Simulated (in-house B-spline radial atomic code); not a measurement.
# RPA and G0W0 on wB97X: As5+

Configuration [Ar] 3d10, mean-field start wB97X. Computed with an all-electron radial atomic-structure program (B-spline basis): all electrons, scalar-relativistic (spin-free one-electron X2C), finite nucleus, each spin shell either full or empty, empty states to l = 9 with an (l + 1/2)⁻⁴ tail; G0W0 by contour deformation at full frequency.

Command:
```bash
python run_gw.py task.json out
```
Settings (radii: box in bohr, nucleus in fm):
```
Z                        33
electrons                28
configuration            [Ar] 3d10
hamiltonian              x2c
method                   wb97x
lmax                     9
rms_radius               4.0968
spin_polarised           False
box_radius               10.43
intervals                67
```

Run time, properties included: 2 s on 1 thread of Arm Neoverse V2, with other jobs on the host.

Energies (hartree):

| term | value |
| --- | --- |
| mean-field total | -2254.64541 |
| Hartree-Fock functional on these orbitals | -2253.03318 |
| direct second order | -2.3808 |
| second-order exchange | 0.69398 |
| SOSEX correction | 0.644 |

What is the RPA correlation energy, and what remains with SOSEX?

RPA gives -2.0887 hartree (-2.03 eV per electron); RPA + SOSEX gives -1.4447, and the second-order doubles -1.6868 hartree (no singles). SOSEX takes back 31 % of the RPA value.

Quasi-particle levels (eV):

| level | occupied | mean field | Σx - vxc | Σc | QP weight | G0W0 |
| --- | --- | --- | --- | --- | --- | --- |
| 3d | yes | -113.33 | -10.39 | ? | ? | ? |
| 4s | no | -63.41 | 1.98 | -1.32 | 0.992 | -62.74 |

G0W0 = mean field + (Σx - vxc) + Σc, with Σc (partial-wave tail included) taken at the quasi-particle energy. Only the outer levels were computed. Levels of low weight are left out.

Where does G0W0 put 3d?

At -121.76 eV, with Σc = 1.95 eV and a quasi-particle weight of 0.962. The tabulated removal energy is 121.19 ± 0.06 eV (NIST, measured); the calculation leaves out spin-orbit coupling, Breit and QED terms, and what these don't explain is the method's own error.
